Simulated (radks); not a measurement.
Q: The mean radii <r> (bohr) of the occupied orbitals of an atom or ion are listed with their occupations. Calculated with a radial shooting solver on a logarithmic mesh with Libxc functionals: scalar-relativistic Kohn-Sham, LDA (Slater exchange, Perdew-Zunger correlation), spin-polarised, spherical densities, finite nucleus; Fermi nuclear charge, rms radius of each element as measured or else 0.836 A^(1/3) + 0.57 fm.

orbital  occ.      <r>
1s up       1  0.02276
1s down     1  0.02276
2s up       1  0.09708
2s down     1  0.09708
2p up       3  0.08550
2p down     3  0.08550
3s up       1   0.2553
3s down     1   0.2552
3p up       3   0.2536
3p down     3   0.2534
3d up       5   0.2312
3d down     5   0.2310
4s up       1   0.5773
4s down     1   0.5772
4p up       3   0.6100
4p down     3   0.6099
4d up       5   0.6619
4d down     5   0.6618
5s up       1    1.302
5s down     1    1.310
5p up       3    1.447
5p down     1    1.463
4f up       4   0.8146

Name the element and its charge. Open shells, if any, are filled with parallel spins first.

A: Z = 62, samarium, charge +6: Sm6+ in [Kr] 4d10 4f4 5s2 5p4. The 1s radius gives Z: for a bare nucleus <r> = (2 gamma + 1)/(2Z) with gamma = sqrt(1 - (Z/c)^2), 0.02245 bohr for Z = 62, and screening makes it slightly larger (0.02276 here). The occupations add up to 56, and the charge is Z minus that.
